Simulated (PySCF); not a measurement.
## Gas-phase XPS of `C[S+](C)[AlH2-][CH2][SiH3]`, computed

Species: C3H13AlSSi.
Numbering: `[CH3:1][S+:2]([CH3:3])[AlH2-:4][CH2:5][SiH3:6]`

Method used: delta-SCF UKS SCAN, pcX-2 on the ionised atom, pcseg-1 elsewhere, spin-free X2C (PySCF 2.14.0). Binding energies are ΔSCF values: E(core-ionised, relaxed orbitals) − E(ground state) at a fixed geometry, referred to the vacuum level.

Task: What binding energy does each computed site have?

Result: 
```json
{"atom(s)": "S2", "bonded to": "2 C and Al", "level": "S 1s", "binding energy (eV)": "2478.23", "2p1/2 (eV)": "–", "above the level's lowest (eV)": "0.00", "count": "1"}
{"atom(s)": "Si6", "bonded to": "C and 3 H", "level": "Si 1s", "binding energy (eV)": "1845.92", "2p1/2 (eV)": "–", "above the level's lowest (eV)": "0.00", "count": "1"}
{"atom(s)": "Al4", "bonded to": "S, C and 2 H", "level": "Al 1s", "binding energy (eV)": "1565.32", "2p1/2 (eV)": "–", "above the level's lowest (eV)": "0.00", "count": "1"}
{"atom(s)": "C1/C3", "bonded to": "S and 3 H", "level": "C 1s", "binding energy (eV)": "291.80", "2p1/2 (eV)": "–", "above the level's lowest (eV)": "+2.93", "count": "2"}
{"atom(s)": "C5", "bonded to": "2 H, Si and Al", "level": "C 1s", "binding energy (eV)": "288.87", "2p1/2 (eV)": "–", "above the level's lowest (eV)": "0.00", "count": "1"}
{"atom(s)": "Si6", "bonded to": "C and 3 H", "level": "Si 2p3/2", "binding energy (eV)": "106.12", "2p1/2 (eV)": "106.75", "above the level's lowest (eV)": "0.00", "count": "1"}
```

The listed C 1s values span 2.93 eV, from C5 (bonded to 2 H, Si and Al) to C1/C3 (bonded to S and 3 H).

Task: Express the binding energy of Al 1s of Al4 in atomic units and per mole.

Result: 1565.32 eV = 57.5244 Eh = 151030 kJ/mol.

One atom of each set of topologically equivalent atoms was ionised and stands for the set; in this conformer not all members are related by symmetry, and their own values weren't computed. Not every level is listed. 2p3/2 and 2p1/2 are the ΔSCF energy of one spin-free 2p hole plus the eigenvalues of a spin–orbit and ligand-field matrix of the shell. 2p1/2 minus 2p3/2 (ligand field included): Si 0.62 eV. Isolated species at its PBE0-D3(BJ)/def2-SVP geometry (one conformer only).

Time: 82 s; peak memory 0.80 GiB. Hardware: one thread of an Arm Neoverse V2, on a shared host.

Conformer computed: `[CH3:1][S+:2]([CH3:3])[AlH2-:4][CH2:5][SiH3:6]`: C1–S2–Al4–C5 87°, S2–Al4–C5–Si6 -41°.
